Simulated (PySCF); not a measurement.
Ta(OH)2 (H₂O₂Ta), SMILES [OH][Ta][OH] (connectivity only; charge and spin as stated), neutral, multiplicity 4. Atoms are numbered in the order given.

```xyz
5

Ta     0.0000     0.0000     0.0000
O      0.0000     0.0000    -1.8961
H      0.0000     0.0000    -2.8499
O      0.0000     0.0000     1.8961
H      0.0000     0.0000     2.8499
```
Charge 0, spin multiplicity 4.

The structure is a stationary point at r2SCAN-D4/def2-TZVP. The spin state was assumed, not searched. The def2 effective core potentials stand for the cores of Ta; spin–orbit coupling is left out. Other conformers were not sampled.

Computed with B3LYP/def2-TZVPD in PySCF.

Mulliken values depend strongly on the basis, most of all with diffuse functions as here. ESP charges are fitted to the potential on shells at 1.4 to 2.0 van der Waals radii. Atomic charges (e):

```json
[
 {"atom": "Ta1", "Mulliken": "0.73", "ESP fit": "0.52", "Mulliken spin": "3.19"},
 {"atom": "O2", "Mulliken": "-0.63", "ESP fit": "-0.71", "Mulliken spin": "-0.11"},
 {"atom": "H3", "Mulliken": "0.27", "ESP fit": "0.45", "Mulliken spin": "0.01"},
 {"atom": "O4", "Mulliken": "-0.63", "ESP fit": "-0.71", "Mulliken spin": "-0.11"},
 {"atom": "H5", "Mulliken": "0.27", "ESP fit": "0.45", "Mulliken spin": "0.01"}
]
```
